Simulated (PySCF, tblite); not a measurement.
A complex of Be2+, chloride and hydrogen chloride

A gas-phase complex of Be2+, chloride and hydrogen chloride; charge +1, singlet. The structure comes from a short search (6 tight-binding starts) and was relaxed by PBE0-D3(BJ)/def2-SVPD; another way of binding may lie lower. Frequencies by PBE0-D3(BJ)/def2-SVPD show no clear imaginary mode.

```
part               name  SMILES  atoms  charge  multiplicity
   1               Be2+  [Be+2]      1      +2             1
   2           chloride   [Cl-]      2      -1             1
   3  hydrogen chloride      Cl    3–4       0             1
```

Coordinates in Å:
```
Be1    -0.489    0.086   -0.243
Cl2     0.537    1.461   -0.647
Cl3    -1.646   -1.473    0.236
H4     -1.762   -1.249    1.525
```

Contacts between parts, classed by geometry: Be1···Cl2 1.763 Å (bond); Be1···Cl3 1.999 Å (bond).

The parts are joined by the bonds Be1–Cl2 and Be1–Cl3, so these are energies of forming such bonds; deforming the relaxed parts to their shape in the adduct costs 0.4 kcal/mol, which the interaction energies leave out.

Interaction energies are complex less parts, with the parts frozen as they stand in it; counterpoise-corrected, in kcal/mol (PySCF).

**Question.** Give the interaction energy at each level run.

**Answer.** 
```json
{"level": "wB97M-D3(BJ)/def2-TZVPD", "interaction": "-495.86", "superposition error removed": "-0.21"}
{"level": "PBE0-D3(BJ)/def2-TZVPD", "interaction": "-500.95", "superposition error removed": "-0.24"}
```

**Question.** What holds them together? Decompose the wB97M-D3(BJ)/def2-TZVPD energy: frozen parts, their antisymmetrised product, then relaxation.

**Answer.** electrostatic -351.3, Pauli repulsion +78.0, orbital relaxation -221.1, dispersion correction -1.7 kcal/mol, which sum to the value before the counterpoise correction; the Pauli term holds the exchange-correlation of the frozen density too. Of the attraction, 61 % is electrostatic, 39 % is orbital relaxation, 0 % is dispersion correction.

**Question.** Are the pair energies additive?

**Answer.** The pairs sum to -553.70 kcal/mol (1–2 -441.8, 1–3 -112.6, 2–3 0.7); the rest of +57.85 is a many-body weakening.

The parts were also relaxed and run alone, at the levels used for the complex: shieldings by PBE0/aug-pcSseg-2.

Values alone: shielding of Be1 (ppm): 130.4; shielding of Cl2 (ppm): 1149.3; shielding of Cl3 (ppm): 941.7.

**Question.** How do these values change when the complex forms?

**Answer.** 
| property | alone | in the complex | change |
| --- | --- | --- | --- |
| shielding of Be1 (ppm) | 130.4 | 95.8 | -34.6 |
| shielding of Cl2 (ppm) | 1149.3 | 866.0 | -283.3 |
| shielding of Cl3 (ppm) | 941.7 | 883.0 | -58.7 |

**Question.** What are the binding energy from relaxed parts (wB97M-D3(BJ)/def2-TZVPD), and ΔH and ΔG of association at 298.15 K and 1 atm?

**Answer.** -495.47 kcal/mol, -492.29 with zero-point energy; ΔH -493.9 and ΔG -480.4 kcal/mol, from harmonic vibrations by PBE0-D3(BJ)/def2-SVPD with low modes damped.

Multiply charged ions in the gas phase bind far more strongly than in solution.

The 5 runs behind this took 68 s in all, one thread each of Arm Neoverse V1 on a shared host, launched as `OMP_NUM_THREADS=1 python cluster_run.py task.json out`.
